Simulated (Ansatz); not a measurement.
Total energies of `C[N](C)[W]([OH])(=[S])=[S]`.

```xyz
14

C     0.8666    0.8905    1.2309
N    -0.0301    0.2287    0.3010
C    -1.2573    0.9794    0.0983
W     0.2878   -1.4408   -0.5882
O     0.9370   -1.0710   -2.3217
S     1.7541   -2.5227    0.5180
S    -1.5483   -2.5205   -0.7059
H     1.1429    1.8800    0.8484
H     1.7709    0.3061    1.3789
H     0.3698    1.0255    2.1992
H    -1.7878    1.0993    1.0506
H    -1.0286    1.9753   -0.2982
H    -1.9191    0.4701   -0.5999
H     0.4420   -1.3000   -3.1114
```

Total charge 0; spin multiplicity 1. Correlated methods include outer-core shells of W, which these sets cover unevenly. W: def2 effective core potential. All single points use the PBE0-D4/def2-TZVP geometry. It is one conformer, not always the lowest. Basis def2-TZVPP, Ansatz 0.2.0.

RPA on PBE orbitals: Hartree–Fock energy of these orbitals -1070.71505 Eh, correlation -2.53324 Eh (frozen core).

| functional | kind | energy without D4 (Eh) | D4 term (kJ/mol) |
| --- | --- | --- | --- |
| BLYP | GGA | -1074.10242 | -96.3 |
| B2PLYP | double hybrid | -1073.65587 | – |

**Question.** Give the same for LDA (SPW92), PBE, revPBE, r2SCAN, B97M-V, PBE0, B3LYP, r2SCANh, r2SCAN0, HSE06 (plane-wave form), BHLYP, CAM-B3LYP, LC-ωPBE, ωB97X-V, ωB97M-V, PBE-QIDH. (An estimate is asked.)

**Answer.** The calculation gave: 
```csv
functional,kind,energy without D4 (Eh),D4 term (kJ/mol)
LDA (SPW92),LDA,-1069.63024,–
PBE,GGA,-1073.64150,-45.9
revPBE,GGA,-1074.05139,-117.3
r2SCAN,meta-GGA,-1074.06099,-11.6
B97M-V,meta-GGA with VV10,-1073.95293,–
PBE0,"global hybrid, 25 % exact exchange",-1073.64776,-39.8
B3LYP,"global hybrid, 20 %",-1074.23887,-74.1
r2SCANh,"meta-GGA hybrid, 10 %",-1074.01412,-12.6
r2SCAN0,"meta-GGA hybrid, 25 %",-1073.94610,-14.0
HSE06 (plane-wave form),screened hybrid,-1073.62229,-37.7
BHLYP,"global hybrid, 50 %",-1073.89328,-64.2
CAM-B3LYP,range-separated hybrid,-1074.03993,-41.4
LC-ωPBE,long-range corrected hybrid,-1073.80914,–
ωB97X-V,range-separated hybrid GGA with VV10,-1073.94029,–
ωB97M-V,range-separated hybrid meta-GGA with VV10,-1073.94412,–
PBE-QIDH,double hybrid,-1073.35686,–
```

B3LYP takes the VWN-RPA correlation (the form of Gaussian; ORCA's B3LYP/G). HSE06 is the plane-wave form, built on full-range PBE exchange. The double hybrids freeze the cores in their second-order part.

LC-ωPBE has ω = 0.4 bohr⁻¹.
